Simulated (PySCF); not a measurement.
Structure from NMR data

An unknown has the formula C5H8F2O2Si. Its calculated NMR data are:

1H NMR (400 MHz, computed): δ 7.32 (m, 1H), 5.96 (m, 1H), 5.59 (m, 1H), 4.85 (s, 3H), 3.47 (s, 2H).

13C{1H} NMR (computed): δ 178.7 (C), 147.2 (C), 124.0 (CH2), 120.5 (CH), 42.3 (CH2).

One computed conformer, gas phase, no relativistic terms, rapidly exchanging positions averaged. Geometry: GFN2-xTB; shielding tensors at PBE0/pcSseg-1 (GIAO); PySCF 2.14.

References, each an isolated molecule treated in the same way: 1H (σ = 31.72 ppm), 13C (σ = 186.93 ppm) against TMS.

Choose the structure that fits.
A. CC(=O)O[SiH2]C/C(F)=C\F
B. C=C(CC(=O)O[SiH3])C(F)F
C. O=C(O)[C@]1(C(F)F)CC[SiH2]1

Answers

B. 

1. Rings plus π bonds: 2 (no ring in the answer).
2. 5 carbon signals for 5 carbons: no two carbons are equivalent.
3. Carbon types of the structure: 2 × C, 1 × CH, 2 × CH2, leaving 3 H on heteroatoms.
4. δC 178.7: carbonyl carbon.
5. δC 147.2: fully substituted alkene carbon; an sp2 carbon of a C=C bond.
6. δC 124.0: terminal =CH2 carbon; the olefinic region.
7. δC 120.5: allylic sp3 CH bonded to 2 F; 2 electronegative neighbours deshield it.
8. δH 5.96, 5.59: hydrogen on a terminal =CH2 carbon; a vinylic proton, deshielded by the sp2 carbon and the C=C anisotropy.

The others: O=C(O)[C@]1(C(F)F)CC[SiH2]1 would give 7 signals for carbon-bound and other non-exchanging H, not 5; CC(=O)O[SiH2]C/C(F)=C\F would give 4 signals for carbon-bound and other non-exchanging H, not 5.

Splittings by 19F in the carbon and heteronuclear signals aren't shown, as no couplings were computed. Shifts are as computed. Against solution values, carbons near 30 ppm lie about +3 ppm off and those near 130 ppm about +5 ppm. Of 1309 compounds with measured shifts, 239 miss one by over three times the rms of a fit or turn the order of signals round; such compounds aren't used in these exercises. No couplings were computed; multiplicities are counted from neighbouring protons, with m where these are inequivalent, close in shift, in a saturated or five-membered ring or joined by F or P, and br s for small geminal =CH2 splittings.
